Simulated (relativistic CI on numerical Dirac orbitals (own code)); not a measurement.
# Mn⁶⁺: M2,3 absorption edge

Computed with this model: Dirac-Coulomb-Breit CI, orbitals from a KLI potential per configuration, QED by a radiative potential, valence Slater integrals scaled by 0.8, multiplet model of core-to-valence dipole absorption; configurations [Ar] 3d → [Ne] 3s2 3p5 3d2; 300 K; Lorentzian 0.8 eV and Gaussian 0.3 eV FWHM. Energies are those of the free ion, without screening or charge transfer. The branching ratio is the share of the lower-energy edge in the whole absorption, uncertain by about 0.02 where the edges overlap. S is read from ⟨S²⟩ = S(S + 1).

Field parameters in Wybourne normalisation: D3d B²₀ = −7Dσ, B⁴₀ = −14Dq − 21Dτ, B⁴₃ = −14√(10/7) Dq. The field is a parameter set, without covalency.

free ion: ground-state S = 0.50, centroid 64.88 eV. Peaks (eV, height): 61.4 (82), 66.3 (54), 67.7 (100).

D3d, 10Dq = 15050, Dσ = -1200, Dτ = -300 cm⁻¹: ground-state S = 0.50, centroid 65.02 eV. Peaks (eV, height): 62.2 (95), 67.8 (100), 69.1 (36).

D3d, 10Dq = 15050, Dσ = -860, Dτ = -300 cm⁻¹: ground-state S = 0.50, centroid 65.02 eV. Peaks (eV, height): 62.2 (91), 67.7 (100), 69.0 (34).

D3d, 10Dq = 15050, Dσ = -510, Dτ = -300 cm⁻¹: ground-state S = 0.50, centroid 65.02 eV. Peaks (eV, height): 62.2 (87), 67.6 (100), 69.0 (34).

D3d, 10Dq = 15050, Dσ = 170, Dτ = -300 cm⁻¹: ground-state S = 0.50, centroid 65.01 eV. Peaks (eV, height): 62.2 (83), 67.5 (100), 68.8 (34).

D3d, 10Dq = 15050, Dσ = 860, Dτ = -300 cm⁻¹: ground-state S = 0.50, centroid 65.00 eV. Peaks (eV, height): 62.0 (95), 67.3 (100), 69.0 (39).

Strongest unbroadened transitions for D3d, 10Dq = 15050, Dσ = -1200, Dτ = -300 cm⁻¹:

```
Energy (eV)  Relative strength
      62.04              100.0
      62.31               36.0
      62.40                2.7
      62.47                4.2
      62.48                8.9
      62.55                2.9
      62.84               33.3
      62.99               25.8
      63.10                8.9
      67.14               93.7
      67.21                6.1
      67.64               17.4
      67.78                5.0
      67.85               24.6
      67.90               89.8
      69.09               12.1
      69.21                7.1
      69.24               21.3
```
